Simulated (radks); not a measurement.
The numbers below are computed, except where a source is named.
How relativity changes the ionisation of neutral lead ([Hg] 6p2) to Pb+ ([Hg] 6p1). Spin-unpolarised spherical Kohn-Sham, PBE, point nucleus unless stated (finite: rms radius 5.5012 fm), a radial shooting solver on a logarithmic mesh with Libxc functionals. A level marked "c x" has the speed of light scaled by that factor and shares open shells by 2j + 1; other Dirac levels either fill j = l - 1/2 first or share by 2j + 1.

| level | E(Pb) (hartree) | E(Pb+) (hartree) | IE (eV) | HOMO | <r> HOMO (bohr) |
|---|---|---|---|---|---|
| non-rel. | -19527.7162 | -19527.4695 | 6.714 | 6p | 3.423 |
| scalar-rel. | -20881.9080 | -20881.6663 | 6.576 | 6p | 3.378 |
| scalar-rel., finite nucleus | -20876.0597 | -20875.8179 | 6.578 | 6p | 3.377 |
| Dirac, 2j+1 shares | -20928.5642 | -20928.3181 | 6.698 | 6p3/2 | 3.540 |
| Dirac, low j first | -20928.6336 | -20928.3630 | 7.365 | 6p1/2 | 3.094 |
| Dirac, 2j+1 shares, finite nucleus | -20922.6397 | -20922.3935 | 6.700 | 6p3/2 | 3.540 |
| Dirac, c x 3 | -19658.3766 | -19658.1302 | 6.704 | 6p3/2 | 3.432 |
| Dirac, c x 5 | -19574.1942 | -19573.9476 | 6.710 | 6p3/2 | 3.426 |
| Dirac, c x 100 | -19527.8316 | -19527.5849 | 6.714 | 6p3/2 | 3.423 |

NIST Atomic Spectra Database: 7.417 eV (measured). The relativistic part of the total energy of Pb is -1395 hartree (Dirac, 2j+1 shares, finite nucleus), 7.1 % of the non-relativistic value. Spin polarisation and multiplet splitting of open shells are left out at every level.

Beside tabulated values, note that relativity, absent from the non-relativistic runs, is large for the heavy elements, and spin-unpolarised runs miss the spin-polarisation part of the exchange energy of open shells, and scalar-relativistic runs lack spin-orbit coupling.
